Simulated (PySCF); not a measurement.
A structure optimised at TPSSh-D3(BJ)/def2-TZVP, used in a PySCF frequency run:

```xyz
3

B      0.0000     0.0000     0.0000
Br     0.0000     0.0000    -1.7650
Br     0.0000     0.0000     1.7650
```
Charge +1, spin multiplicity 1.

**Question.** Write its SMILES, formula and point group.

**Answer.** Br[B+]Br, BBr₂, D∞h

**Question.** What are its rotational constants (standard atomic weights)?

**Answer.** 1.0151 GHz (linear rotor, B only)
